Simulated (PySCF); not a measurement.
BiCl: from constants to spectrum

UHF-CCSD(T) constants of BiCl, ³Σ⁻ (triplet), unpaired electrons π ↑↑ (basis Bi def2-SVPD with ECP60, Cl def2-SVPD; scalar-relativistic core potentials; PySCF 2.14; masses 208.9804 and 34.9689 u):

```
ωe              : 317.5 cm⁻¹
ωexe            : 0.955 cm⁻¹
Be              : 0.088827 cm⁻¹
αe              : 0.000356 cm⁻¹
D (centrifugal) : 2.78e-08 cm⁻¹
De to Bi + Cl   : 2.56 eV
```

Problem. Give the vibrational terms G(v) and spacings up to v = 6.

Solution. G(v) = ωe(v+½) − ωexe(v+½)².

```tsv
v	G(v) (cm⁻¹)	G(v) − G(v−1)	Bv (cm⁻¹)
0	158.5		0.08865
1	474.1	315.6	0.08829
2	787.8	313.7	0.08794
3	1099.6	311.8	0.08758
4	1409.4	309.9	0.08722
5	1717.4	307.9	0.08687
6	2023.4	306.0	0.08651
```

Problem. How well does the Morse estimate ωe²/(4ωexe) reproduce De, and what is D0?

Solution. It gives 3.27 eV, 128 % of the computed De. D0 = De − G(0) = 2.56 − 0.02 = 2.54 eV.

Correlated steps freeze 9 core orbitals. Correlated levels converge slowly with the basis: in double zeta they bind strong bonds too weakly, by up to about 1 eV, and carry superposition errors of some tenths. Spin–orbit coupling is left out, which matters for elements this heavy, above all for dissociation energies. The state is the lowest determinant that a PBE0 search found; another state may lie lower at other levels.
